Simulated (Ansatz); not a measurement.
C₃H₄FSi, SMILES `[C]#C[SiH](C)F` radical: the same geometry under several functionals.

```yaml
crystal:
  periodic: [false, false, false]
  atoms:
    - {symbol: C, position_ang: [-2.801450, -0.356547, 1.020232]}
    - {symbol: C, position_ang: [-1.767924, 0.083217, 0.563407]}
    - {symbol: Si, position_ang: [-0.168058, 0.698949, -0.072855]}
    - {symbol: C, position_ang: [1.053072, -0.681646, -0.186076]}
    - {symbol: F, position_ang: [-0.427654, 1.309011, -1.525944]}
    - {symbol: H, position_ang: [0.283694, 1.805001, 0.800387]}
    - {symbol: H, position_ang: [2.005373, -0.321793, -0.582668]}
    - {symbol: H, position_ang: [1.230918, -1.107738, 0.804457]}
    - {symbol: H, position_ang: [0.680630, -1.474554, -0.838039]}
basis:
  gaussian: {orbitals: def2-TZVPP}
magnetization: {spin_polarized: true, initial_magnetization: 1}
hamiltonian: {xc: {name: revPBE}, dispersion: d4}
output: {orbitals: {seedname: orbitals}}
```

```sh
$ ansatz run in.yaml --threads 4 --pin off --events-out ev --progress --plain --max-ram 10444MiB
```

It prints (some lines left out):

```
Functional definition: revPBE
1220 factors; their error is unknown
mean field evaluation 1: about -13753.0145 eV, gradient 5.7e1 eV
mean field evaluation 2: about -13720.5228 eV, gradient 9.1e1 eV
mean field evaluation 4: about -13766.7515 eV, gradient 9.6e0 eV
mean field evaluation 8: about -13767.1675 eV, gradient 2.4e-1 eV
mean field evaluation 16: about -13767.1398 eV, gradient 2.3e-3 eV
mean field evaluation 32: about -13767.1398 eV, gradient 1.8e-5 eV
mean field -13767.13977514 eV, -505.9330550338 hartree, gradient 1.8e-5 eV, S^2 0.771023; 6 other end points of the search recorded, 0 dependent functions left out
reference -13767.13982585 eV, -505.9330568975 hartree; 23, 22 occupied and 199, 200 virtual orbitals, 1220 factors
Total energy: -13767.69227170 eV, -505.9533589081 hartree
```

It took 3.7 s on 4 threads of an INTEL XEON PLATINUM 8581C on a shared host, with 0.58 GiB of host memory at the peak.

The same input with `hamiltonian: {xc: pbe, dispersion: d4}` and forces (abridged; 3.6 s):

```
Functional definition: PBE
mean field evaluation 16: about -13759.6236 eV, gradient 1.9e-3 eV
mean field evaluation 32: about -13759.6236 eV, gradient 1.7e-5 eV
mean field -13759.62356061 eV, -505.6568392448 hartree, gradient 1.7e-5 eV, S^2 0.769774; 6 other end points of the search recorded, 0 dependent functions left out
Total energy: -13759.80713367 eV, -505.6635854301 hartree
Atom 0 force    -1.065062    -0.458496     0.469906 eV/Å
Atom 1 force     0.935522     0.411978    -0.398744 eV/Å
Atom 2 force     0.031107    -0.163054     0.384408 eV/Å
Atom 3 force    -0.006823    -0.011017     0.012880 eV/Å
Atom 4 force    -0.101163     0.253525    -0.576721 eV/Å
Atom 5 force     0.048642     0.138045     0.120596 eV/Å
Atom 6 force     0.183102     0.070642    -0.075605 eV/Å
Atom 7 force     0.038230    -0.087317     0.182287 eV/Å
Atom 8 force    -0.063555    -0.154306    -0.119008 eV/Å
Dipole moment:     0.298116    -0.187977     0.145996 e Å
```

With the line `hamiltonian: {xc: pbe0, dispersion: d4}` (abridged; 5.5 s):

```
Functional definition: PBE0
mean field evaluation 16: about -13760.7175 eV, gradient 1.2e-2 eV
mean field evaluation 32: about -13760.7175 eV, gradient 3.5e-5 eV
mean field -13760.71754411 eV, -505.6970423967 hartree, gradient 3.5e-5 eV, S^2 0.786973; 4 other end points of the search recorded, 0 dependent functions left out
Total energy: -13760.87268640 eV, -505.7027437706 hartree
```

Changing it to `hamiltonian: {xc: {name: r2SCAN0}, dispersion: d4}` (abridged; 6.5 s):

```
Functional definition: r2SCAN0
mean field evaluation 16: about -13766.2037 eV, gradient 1.3e-2 eV
mean field evaluation 32: about -13766.2037 eV, gradient 2.6e-5 eV
mean field -13766.20372115 eV, -505.8986556843 hartree, gradient 2.6e-5 eV, S^2 0.817614; 4 other end points of the search recorded, 0 dependent functions left out
Total energy: -13766.25681668 eV, -505.9006069088 hartree
```

The same input with `hamiltonian: {xc: hse06, dispersion: d4}` (abridged; 5 s):

```
Functional definition: HSE06
mean field evaluation 16: about -13760.2426 eV, gradient 5.9e-3 eV
mean field evaluation 32: about -13760.2426 eV, gradient 3.7e-5 eV
mean field -13760.24257938 eV, -505.6795877647 hartree, gradient 5.1e-6 eV, S^2 0.786347; 4 other end points of the search recorded, 0 dependent functions left out
Total energy: -13760.38724400 eV, -505.6849040917 hartree
```

With the line `hamiltonian: {xc: {name: B2PLYP}}` (abridged; 7 s):

```
Functional definition: B2PLYP
mean field evaluation 16: about -13756.0494 eV, gradient 6.1e-2 eV
mean field evaluation 32: about -13756.0500 eV, gradient 2.1e-4 eV
mean field -13756.04997622 eV, -505.5255124405 hartree, gradient 6.6e-6 eV, S^2 0.818350; 4 other end points of the search recorded, 0 dependent functions left out
9 core orbitals not correlated: weight in the atoms' cores, before any rotation towards them, 1.000 or more for the frozen orbitals, at most 0.000 for the correlated occupied ones
second order -26.60528120 eV of doubles, -0.00000000 eV of singles
Total energy: -13763.23356752 eV, -505.7895045514 hartree
```

HSE06 is the plane-wave form, built on full-range PBE exchange.
